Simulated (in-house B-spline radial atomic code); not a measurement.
A fraction x of an electron is removed from 5s in neutral ruthenium, starting from [Kr] 4d7 5s1 and keeping the highest spin. Computed with an all-electron radial atomic-structure program (B-spline basis): non-relativistic PBEsol, spin-polarised, spherical fractional occupations, point nucleus.

| x | E(x) - E(0) (eV) | 5s up level (eV) |
| --- | --- | --- |
| 0 | 0.0000 | -4.426 |
| 0.08 | 0.3719 | -4.874 |
| 0.15 | 0.7269 | -5.269 |
| 0.32 | 1.7052 | -6.243 |
| 0.48 | 2.7783 | -7.174 |
| 0.5 | 2.9230 | -7.291 |
| 0.53 | 3.1444 | -7.467 |
| 0.7 | 4.4991 | -8.473 |
| 0.83 | 5.6509 | -9.249 |
| 0.92 | 6.5076 | -9.789 |
| 1 | 7.3100 | - |

The exact functional would give a straight line between the two integer points. Deviations E(x) - E(0) - x[E(1) - E(0)], in eV: -0.213 at x = 0.08, -0.37 at x = 0.15, -0.634 at x = 0.32, -0.73 at x = 0.48, -0.732 at x = 0.5, -0.73 at x = 0.53, -0.618 at x = 0.7, -0.416 at x = 0.83, -0.218 at x = 0.92.

The curve lies below the straight line by up to 0.732 eV (at x = 0.5): convex, the delocalisation error that favours fractional charges.

How well does Slater's transition state (minus the level at half occupation) give the ionisation energy?

It gives 7.291 eV against 7.310 eV from the two total energies; NIST lists 7.36 eV, ground level to ground level.
